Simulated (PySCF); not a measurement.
Species: `C/C=C/[SiH2]S[SiH3]`. The columns A, B, C and D hold Mulliken, IAO, Hirshfeld and ESP-fitted charges (e) of one PBE0/pcSseg-1 density (PySCF), in a shuffled order. Coordinates in Å (GFN2-xTB); the density's dipole moment is (-2.18, 1.02, -1.68) D.

| atom | x | y | z | A | B | C | D |
| --- | --- | --- | --- | --- | --- | --- | --- |
| C1 | -2.707 | 0.656 | -0.259 | -0.112 | -0.427 | -0.214 | -0.488 |
| C2 | -1.544 | -0.274 | -0.318 | -0.018 | -0.092 | -0.224 | +0.166 |
| C3 | -0.696 | -0.498 | 0.679 | -0.154 | -0.460 | -0.408 | -0.480 |
| Si4 | 0.775 | -1.656 | 0.608 | +0.315 | +0.699 | +0.643 | +0.340 |
| S5 | 2.462 | -0.680 | 1.544 | -0.193 | -0.445 | -0.552 | -0.371 |
| Si6 | 2.761 | 1.078 | 0.362 | +0.293 | +0.550 | +0.466 | +0.320 |
| H7 | -2.639 | 1.396 | -1.057 | +0.051 | +0.156 | +0.130 | +0.146 |
| H8 | -2.752 | 1.169 | 0.698 | +0.049 | +0.148 | +0.117 | +0.147 |
| H9 | -3.635 | 0.103 | -0.406 | +0.051 | +0.157 | +0.132 | +0.144 |
| H10 | -1.416 | -0.792 | -1.261 | +0.044 | +0.138 | +0.102 | +0.088 |
| H11 | -0.854 | 0.036 | 1.610 | +0.040 | +0.151 | +0.126 | +0.213 |
| H12 | 0.610 | -2.847 | 1.431 | -0.071 | -0.109 | -0.056 | -0.020 |
| H13 | 1.139 | -1.975 | -0.770 | -0.075 | -0.125 | -0.067 | -0.059 |
| H14 | 3.221 | 0.677 | -0.963 | -0.075 | -0.122 | -0.066 | -0.061 |
| H15 | 1.499 | 1.801 | 0.257 | -0.076 | -0.118 | -0.066 | -0.058 |
| H16 | 3.768 | 1.816 | 1.102 | -0.067 | -0.100 | -0.065 | -0.027 |

**Question.** Which column most likely holds the ESP-fitted charges?

**Answer.** D. Σ q r misses the density's dipole by 0.01 D (D), 0.89 D (C), 0.99 D (B), 1.42 D (A). Charges fitted to the outside potential are the only set here that is tied to the molecule's multipoles.

**Question.** And the Hirshfeld charges?

**Answer.** A. The mean sizes are 0.105 e (A), 0.195 e (D), 0.215 e (C), 0.250 e (B), and Hirshfeld charges are commonly the smallest of these schemes.

As computed, A = Hirshfeld, B = IAO, C = Mulliken, D = ESP-fitted. Hydrogens on carbon: Hirshfeld +0.04 to +0.05, IAO +0.14 to +0.16, Mulliken +0.10 to +0.13, ESP-fitted +0.09 to +0.21 e.

The IAO scheme projects the occupied orbitals on a minimal set of polarised atomic orbitals and counts the electrons in each atom's part of it. The Mulliken scheme gives each basis function's population to the atom it is centred on and halves the overlap population of two atoms between them.

One conformer (not necessarily the lowest) at the GFN2-xTB geometry, without solvent, vibrations or thermal averaging.

These values come from a run that also computed NMR shieldings. Time: 54 s (with the writing of density and orbital grids); peak memory 0.79 GiB. Hardware: one thread, Arm Neoverse N1 (aarch64), shared host.

The values belong to the conformer `[CH3:1]/[CH:2]=[CH:3]/[SiH2:4][S:5][SiH3:6]`: C2–C3–Si4–S5 137°, C3–Si4–S5–Si6 -60°.
